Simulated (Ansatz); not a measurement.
Ca4O6H4⁻, a hydroxylated oxide cluster. Charge -1, multiplicity 2. Geometry B3LYP-D4/def2-SVP, that of the neutral singlet; atoms count from 1.

```
atom   x (Å)   y (Å)   z (Å)
 Ca1  -0.191   1.589  -1.105
 Ca2  -1.846  -0.997  -1.777
 Ca3  -0.473  -0.878   1.214
 Ca4   2.232  -0.573  -0.522
  O5   1.782  -1.306   1.517
  O6   2.188   1.489  -1.208
  O7  -0.581   1.330   1.153
  O8   0.182  -0.733  -0.882
  O9  -2.340  -1.760   0.340
 O10  -1.839   0.977  -2.217
 H11   2.278  -1.404   2.337
 H12   2.779   2.244  -1.297
 H13  -0.967   1.991   1.738
 H14  -3.204  -1.969   0.711
```

The highest occupied level of the charge -1 doublet lies above zero (up to 0.86 eV). By energy differences its removal costs 0.15 eV (vertical, to the charge 0 singlet, at PBE0-D4/def2-SVP); self-interaction error and the lack of diffuse functions both raise the level.

Q: Estimate the Mulliken populations from the PBE0/def2-SVP orbitals of Ansatz.

A: 
| atom | charge (e) | spin (α − β) |
| --- | --- | --- |
| Ca1 | 0.89 | -0.14 |
| Ca2 | 0.62 | 0.19 |
| Ca3 | 0.89 | -0.03 |
| Ca4 | 0.07 | 0.99 |
| O5 | -0.61 | 0.00 |
| O6 | -0.61 | 0.00 |
| O7 | -0.60 | 0.00 |
| O8 | -0.91 | 0.00 |
| O9 | -0.62 | 0.00 |
| O10 | -0.78 | 0.00 |
| H11 | 0.17 | 0.00 |
| H12 | 0.17 | 0.00 |
| H13 | 0.16 | 0.00 |
| H14 | 0.16 | 0.00 |
Mulliken values and Mayer orders depend strongly on the basis.

Q: Where does the spin sit?

A: Summed by element: Ca 1.01, O -0.01, H 0.00, of 1 unpaired in all. Largest on single atoms: Ca4 0.99, Ca2 0.19, Ca1 -0.14.

Q: And the Mayer bond orders between bonded heavy atoms (over 0.3)?

A: Ca1–O6 0.43 (2.38 Å); Ca1–O7 0.46 (2.31 Å); Ca1–O10 0.95 (2.08 Å); Ca2–Ca4 0.38 (4.29 Å); Ca2–O8 0.50 (2.23 Å); Ca2–O9 0.44 (2.30 Å); Ca2–O10 1.07 (2.02 Å); Ca3–O5 0.49 (2.32 Å); Ca3–O7 0.55 (2.21 Å); Ca3–O8 0.45 (2.20 Å); Ca3–O9 0.52 (2.24 Å); Ca4–O5 0.49 (2.21 Å); Ca4–O6 0.54 (2.17 Å); Ca4–O8 0.60 (2.09 Å).
